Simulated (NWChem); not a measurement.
## Ionisation of C4H4N

```xyz
9

C     -0.4512     1.1678     0.0000
C      0.8893     0.8353     0.0000
N      0.9196    -0.5503     0.0000
C     -0.3604    -1.0574     0.0000
C     -1.2629     0.0106     0.0000
H      1.8043     1.4361     0.0000
H      1.7678    -1.1168     0.0000
H     -0.5420    -2.1387     0.0000
H     -2.3557    -0.0659     0.0000
```
Charge 0, spin multiplicity 2.

Program: NWChem. Structure: optimised with UPBE/def2-SVP, a minimum by its harmonic frequencies.

Basis set: def2-TZVP. −ε marks an orbital energy of the parent.

B3LYP has NWChem's definition, with VWN1-RPA local correlation. The structure started from a generated list of species. The unpaired electrons of the parent sit in orbitals of symmetry a' (Cs labels of the run); other states weren't searched. The stability of the SCF solutions was not checked.

Order these methods by the first vertical ionisation energy they give, lowest first: −ε(beta HOMO) of PBE, −ε(beta HOMO) of B3LYP, −ε(beta HOMO) of BP86, −ε(beta HOMO) of M06-2X.

−ε(beta HOMO) of PBE (5.19 eV), −ε(beta HOMO) of BP86 (5.29 eV), −ε(beta HOMO) of B3LYP (6.00 eV), −ε(beta HOMO) of M06-2X (7.28 eV)
